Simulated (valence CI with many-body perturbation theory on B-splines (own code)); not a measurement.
Values are calculated unless marked as measured or tabulated.
Pt XLVI: magnetic and hyperfine properties of the levels

Level of theory: valence CI with perturbative core correlation (CI+MBPT): five valence electrons over a frozen Dirac-Fock core [Ar] 3d10, radial functions for each j: 9 s, 9 p, 8 d, 6 f, 3 g, 1 h, with the one-electron correlation potential Σ1 (screened to all orders), the two-electron term Σ2, the three-electron term Σ3, Breit, model QED; selected single and double excitations, second order for the rest (own B-spline code, finite nucleus).

The last digits are not significant, and no measured levels were compared; by estimate large intervals hold to a few tenths of a per cent, small ones and those within an open d or f shell to about a per cent. Among the levels kept, up to 360 cm⁻¹ of a level comes from second order outside the variational space, and about a tenth of that is noise between levels of different J, which matters for small intervals.

A/g_I is the dipole constant over the nuclear g factor μ/I (μ in nuclear magnetons, uniformly magnetised nucleus), B/Q the quadrupole constant per barn. Both hold the static response of the core; the bare values leave it out. Large factors of s and p1/2 electrons are usually good to 5 to 10 %; those of open d and f shells near neutrality can be off by tens of per cent, and small factors of p3/2, d and f electrons come from cancelling terms and can be off by a factor of two or in sign, in half-filled shells by more. B is blank for J = 1/2, where it vanishes, and for nearly pure S terms. Energies count from the lowest level.

Levels are named by their leading jj configuration (3d3/2^4 stands for four electrons in 3d with j = 3/2), which in mixed levels can hold well under half, so a name can repeat and another be missing. Letters in brackets count levels of one name in rising energy.

| Level | E (eV) | g | A/g_I (MHz) | A/g_I bare | B/Q (MHz/b) | B/Q bare |
| --- | --- | --- | --- | --- | --- | --- |
| (4s^2 4p1/2^2 4p3/2) J=3/2 | 0.00 | 1.356 | 69000 | 66300 | 136000 | 132000 |
| (4s^2 4p1/2 4p3/2^2) J=3/2 | 119.81 | 1.457 | -47500 | -46700 | 14000 | 13500 |
| (4s^2 4p1/2 4p3/2^2) J=5/2 | 125.69 | 1.194 | 190000 | 184000 | -459 | -430 |
| (4s^2 4p1/2 4p3/2^2) J=1/2 | 133.12 | 0.658 | 666000 | 647000 |  |  |
| (4s^2 4p1/2^2 4d3/2) J=3/2 | 168.32 | 0.785 | 33200 | 33400 | 21500 | 21300 |
| (4s^2 4p1/2^2 4d5/2) J=5/2 | 201.07 | 1.228 | 43800 | 43200 | 9550 | 9660 |
| (4s 4p1/2^2 4p3/2^2) J=5/2 | 229.74 | 1.450 | 419000 | 406000 | 45100 | 43800 |
| (4s 4p1/2^2 4p3/2^2) J=1/2 | 244.70 | 2.092 | 1930000 | 1870000 |  |  |
| (4s 4p1/2^2 4p3/2^2) J=3/2 | 246.72 | 1.174 | -287000 | -279000 | -27300 | -26500 |
| (4s^2 4p3/2^3) J=3/2 | 254.00 | 1.306 | 72500 | 69800 | -150000 | -145000 |
| (4s^2 4p1/2 4p3/2 4d3/2) J=5/2 [a] | 287.37 | 0.960 | 143000 | 139000 | -17900 | -17100 |
| (4s^2 4p1/2 4p3/2 4d3/2) J=3/2 [a] | 287.88 | 0.909 | 129000 | 126000 | -85200 | -82600 |
| (4s^2 4p1/2 4p3/2 4d3/2) J=1/2 [a] | 288.11 | 0.197 | 264000 | 259000 |  |  |
| (4s^2 4p1/2 4p3/2 4d3/2) J=7/2 | 293.32 | 1.039 | 139000 | 135000 | 143000 | 139000 |
| (4s^2 4p1/2 4p3/2 4d3/2) J=5/2 [b] | 309.05 | 1.191 | 5300 | 5430 | 132000 | 128000 |
| (4s^2 4p1/2 4p3/2 4d3/2) J=3/2 [b] | 310.59 | 1.197 | 27800 | 26900 | 12700 | 12100 |
| (4s^2 4p1/2 4p3/2 4d3/2) J=1/2 [b] | 311.61 | 1.706 | 308000 | 297000 |  |  |
| (4s^2 4p1/2 4p3/2 4d5/2) J=7/2 [a] | 314.07 | 1.310 | -34700 | -33300 | 154000 | 150000 |
| (4s^2 4p1/2 4p3/2 4d5/2) J=3/2 [a] | 318.38 | 1.398 | -44800 | -42800 | -58400 | -56500 |
| (4s^2 4p1/2 4p3/2 4d5/2) J=9/2 | 320.67 | 1.191 | 105000 | 102000 | 145000 | 141000 |
| (4s^2 4p1/2 4p3/2 4d5/2) J=5/2 [a] | 321.27 | 1.143 | 170000 | 165000 | -105000 | -102000 |
| (4s^2 4p1/2 4p3/2 4d5/2) J=5/2 [b] | 335.05 | 1.252 | -38200 | -36800 | 19600 | 19400 |
| (4s^2 4p1/2 4p3/2 4d5/2) J=7/2 [b] | 335.13 | 1.118 | 121000 | 117000 | 8100 | 8210 |
| (4s^2 4p1/2 4p3/2 4d5/2) J=3/2 [b] | 337.65 | 0.938 | 190000 | 185000 | 17600 | 17200 |
| (4s^2 4p1/2 4p3/2 4d5/2) J=1/2 | 339.00 | 1.246 | -248000 | -238000 |  |  |
| (4s 4p1/2 4p3/2^3) J=3/2 [a] | 357.24 | 1.490 | 325000 | 315000 | -122000 | -119000 |
| (4s 4p1/2 4p3/2^3) J=5/2 | 365.64 | 1.288 | 529000 | 513000 | -169000 | -164000 |
| (4s 4p1/2 4p3/2^3) J=1/2 | 376.67 | 1.342 | -648000 | -628000 |  |  |
| (4s 4p1/2 4p3/2^3) J=3/2 [b] | 377.54 | 1.092 | 106000 | 103000 | -11100 | -10700 |
| (4s^2 4p1/2^2 4f5/2) J=5/2 | 386.96 | 0.863 | -28300 | -26700 | 25600 | 24300 |
| (4s 4p1/2^2 4p3/2 4d3/2) J=7/2 | 394.00 | 1.199 | 170000 | 165000 | 83800 | 81000 |
| (4s 4p1/2^2 4p3/2 4d3/2) J=5/2 [a] | 394.32 | 1.273 | 353000 | 343000 | 23000 | 22200 |
| (4s 4p1/2^2 4p3/2 4d3/2) J=3/2 [a] | 394.68 | 1.311 | 224000 | 217000 | -3250 | -3400 |
| (4s 4p1/2^2 4p3/2 4d3/2) J=1/2 [a] | 394.80 | 2.462 | 1080000 | 1040000 |  |  |
| (4s^2 4p1/2^2 4f7/2) J=7/2 | 403.73 | 1.239 | 164000 | 160000 | 35800 | 34400 |
| (4s 4p1/2^2 4p3/2 4d3/2) J=3/2 [b] | 408.41 | 0.994 | 106000 | 104000 | -79100 | -76600 |
| (4s 4p1/2^2 4p3/2 4d3/2) J=1/2 [b] | 416.77 | 0.549 | 279000 | 271000 |  |  |
| (4s 4p1/2^2 4p3/2 4d3/2) J=5/2 [b] | 419.31 | 0.908 | -103000 | -99700 | 84200 | 82000 |
| (4s 4p1/2^2 4p3/2 4d5/2) J=9/2 | 419.76 | 1.361 | 253000 | 246000 | 145000 | 141000 |
| (4s^2 4p3/2^2 4d3/2) J=3/2 [a] | 428.13 | 1.184 | 48700 | 47100 | -58800 | -57300 |

(1) Take the isotope of mass number 195, with I = 1/2, μ = 0.6073 μN. What is the hyperfine structure of (4s^2 4p1/2^2 4p3/2) J=3/2?

Results:

(1) From the table A = 83800 MHz. Shifts from the centre of gravity in MHz: F = 1: -105000, F = 2: 62800.
